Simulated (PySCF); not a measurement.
Simulation results for B$_{2}$ClH$_{4}$Si, BH$_{6}$Si$_{2}$, CH$_{9}$NSi$_{2}$, CH$_{7}$ClSi$_{2}$

All values are calculated (PySCF 2.14.0). Calculation on a computer-drawn molecule: optimised geometry and harmonic frequencies of an isolated molecule of the commonest isotopes, restricted reference for singlets and unrestricted otherwise, frozen core in MP2.

Common to all runs: charge 0; method HF; basis cc-pV(D+d)Z.

(1) B$_{2}$ClH$_{4}$Si

Start structure:
```xyz
8
B2ClH4Si
Si    -1.7153    -2.2592     3.4141
B     -1.1733    -1.3163     1.8531
B     -1.6487     0.2164     1.5861
Cl    -1.0932     1.0839     0.2292
H     -1.4035    -3.7134     3.7292
H     -2.6750    -1.9824     4.4369
H     -0.4568    -1.8512     1.0910
H     -2.4356     0.8678     2.2718
```

Here we set multiplicity 2.

The calculation gives: rotational constants 13.94, 1.535, 1.457 GHz; total energy -800.1104 hartree; spin squared 0.7625; convergence status largest gradient component 1.312e-05 hartree/bohr.

Drawn bonds:
```csv
atom,other atom,order
1,2,1
2,3,1
3,4,1
1,5,1
1,6,1
2,7,1
3,8,1
```

Optimised structure:
```xyz
8
B2ClH4Si
Si    -1.6164    -2.2943     3.4778
B     -1.3999    -1.4275     1.7462
B     -1.7839     0.1885     1.4261
Cl    -0.5644     1.4584     1.6590
H     -1.2886    -3.7099     3.7302
H     -2.1272    -1.6199     4.6869
H     -0.9741    -2.1164     0.8580
H     -2.8468     0.5667     1.0272
```

Modes:
```csv
frequency (cm⁻¹),reduced mass (dalton)
60.45,5.076
141.6,1.468
184.3,1.426
204,1.919
351.6,1.716
534.1,1.339
606.6,2.406
713.5,1.895
787.3,1.967
824.1,2.057
922,1.704
1017,1.103
1050,1.355
1188,2.337
2341,1.03
2351,1.053
2693,1.09
2734,1.093
```

(2) BH$_{6}$Si$_{2}$

Start structure:
```xyz
9
BH6Si2
Si    -0.6998    -0.9631    -0.7842
B      0.1899    -2.3949     0.0958
Si     0.1771    -2.5836     2.0140
H     -1.4148     0.1266    -0.2396
H     -0.8562    -0.6454    -2.2618
H      0.7253    -3.1639    -0.5756
H     -0.4553    -3.8560     2.4647
H     -0.4957    -1.4956     2.7688
H      1.5371    -2.6360     2.6071
```

Here we set multiplicity 2.

Results for BH$_{6}$Si$_{2}$: rotational constants 24.56, 2.476, 2.309 GHz; total energy -605.9806 hartree; spin squared 0.7614; convergence status largest gradient component 1.148e-05 hartree/bohr.

Drawn bonds:
```csv
atom,other atom,order
1,2,1
2,3,1
1,4,1
1,5,1
2,6,1
3,7,1
3,8,1
3,9,1
```

Optimised structure:
```xyz
9
BH6Si2
Si    -0.7262    -0.9042    -0.8469
B      0.1501    -2.3725     0.0698
Si     0.1838    -2.5948     2.0919
H     -1.4481     0.1839    -0.1584
H     -0.7614    -0.7271    -2.3125
H      0.7016    -3.1911    -0.6137
H     -0.4444    -3.8873     2.4714
H     -0.5361    -1.5113     2.8092
H      1.5883    -2.6074     2.5783
```

Modes:
```csv
frequency (cm⁻¹),reduced mass (dalton)
84.46,1.167
151.3,3.1
273.7,1.11
293.2,1.183
483.3,2.677
526.3,1.102
547.2,1.08
724,1.398
743.4,1.779
783.2,2.266
974.6,1.161
1015,1.102
1029,1.063
1033,1.036
1051,1.427
2281,1.05
2282,1.049
2292,1.02
2337,1.031
2346,1.052
2704,1.091
```

(3) CH$_{9}$NSi$_{2}$

Start structure:
```xyz
13
CH9NSi2
Si    -1.5431     0.3314    -0.0450
C     -2.3301     0.0897     1.6625
N     -1.7226     0.8441     2.7616
Si    -0.0170     0.9533     3.0443
H     -0.2666    -0.2304    -0.0851
H     -1.5770     1.7927    -0.3520
H     -2.4866    -0.3387    -0.9363
H     -3.3638     0.3258     1.6441
H     -2.2684    -1.0068     1.9481
H     -2.3501     0.7989     3.5703
H      0.0203     1.7162     4.2782
H      0.4813     1.7770     1.8927
H      0.6982    -0.2940     3.1981
```

Here we set multiplicity 1.

It finds rotational constants 8.813, 2.079, 1.803 GHz; total energy -675.4336 hartree; convergence status largest gradient component 3.525e-05 hartree/bohr.

Drawn bonds:
```csv
atom,other atom,order
1,2,1
2,3,1
3,4,1
1,5,1
1,6,1
1,7,1
2,8,1
2,9,1
3,10,1
4,11,1
4,12,1
4,13,1
```

Optimised structure:
```xyz
13
CH9NSi2
Si    -1.6726     0.3664    -0.0811
C     -2.3036     0.0461     1.6799
N     -1.6974     0.8677     2.7261
Si    -0.0191     0.9586     3.1229
H     -0.2434     0.0018    -0.2258
H     -1.8462     1.7898    -0.4494
H     -2.4688    -0.4828    -1.0006
H     -3.3753     0.2666     1.6399
H     -2.2304    -1.0312     1.8887
H     -2.3024     0.9587     3.5214
H      0.0738     1.7741     4.3544
H      0.7412     1.6046     2.0300
H      0.6186    -0.3611     3.3750
```

Modes:
```csv
frequency (cm⁻¹),reduced mass (dalton)
48.53,1.986
111,1.086
182.8,2.467
216.3,1.303
277,2.043
475.2,1.28
538.1,1.103
601.4,1.991
734.7,1.82
763.8,1.237
774.1,1.828
851.7,1.917
927.6,1.517
1007,1.097
1016,1.068
1027,1.045
1034,1.04
1050,1.067
1079,1.082
1207,3.313
1325,1.096
1366,1.317
1528,1.315
1582,1.088
2269,1.045
2300,1.049
2307,1.04
2315,1.051
2319,1.03
2324,1.024
3114,1.07
3188,1.092
3781,1.075
```

(4) CH$_{7}$ClSi$_{2}$

Start structure:
```xyz
11
CH7ClSi2
Si     0.7687    -0.8238     1.9424
C     -0.8564     0.2789     1.7087
Si    -0.5627     1.7778     0.5343
Cl     0.6996     3.0436     1.4009
H      0.3218    -1.9223     2.8138
H      1.7492    -0.0277     2.6002
H      1.1567    -1.3047     0.6753
H     -1.2007     0.6266     2.6787
H     -1.6059    -0.3779     1.1959
H     -1.9051     2.5104     0.3954
H     -0.0623     1.3466    -0.7642
```

It was run with multiplicity 1.

Results for CH$_{7}$ClSi$_{2}$: rotational constants 5.543, 1.651, 1.367 GHz; total energy -1079.3853 hartree; convergence status largest gradient component 1.434e-05 hartree/bohr.

Drawn bonds:
```csv
atom,other atom,order
1,2,1
2,3,1
3,4,1
1,5,1
1,6,1
1,7,1
2,8,1
2,9,1
3,10,1
3,11,1
```

Optimised structure:
```xyz
11
CH7ClSi2
Si     0.7056    -0.8076     1.9824
C     -0.8074     0.2831     1.6701
Si    -0.6345     1.7595     0.5396
Cl     0.7950     3.0739     1.2851
H      0.2927    -2.0130     2.7388
H      1.7280    -0.0792     2.7639
H      1.2967    -1.2380     0.6930
H     -1.1914     0.6289     2.6367
H     -1.5914    -0.3502     1.2331
H     -1.8981     2.5134     0.4468
H     -0.1922     1.3567    -0.8080
```

Modes:
```csv
frequency (cm⁻¹),reduced mass (dalton)
43.31,2.079
115.5,1.698
153.3,2.211
252.7,2.959
504.8,1.398
525.7,3.497
574,2.176
601.6,1.337
731.5,1.199
755.1,1.307
800.4,2.403
857,1.507
947.7,1.182
1021,1.084
1030,1.044
1036,1.037
1048,1.073
1111,1.053
1193,1.577
1495,1.088
2303,1.05
2310,1.036
2329,1.034
2341,1.05
2345,1.032
3154,1.062
3212,1.098
```
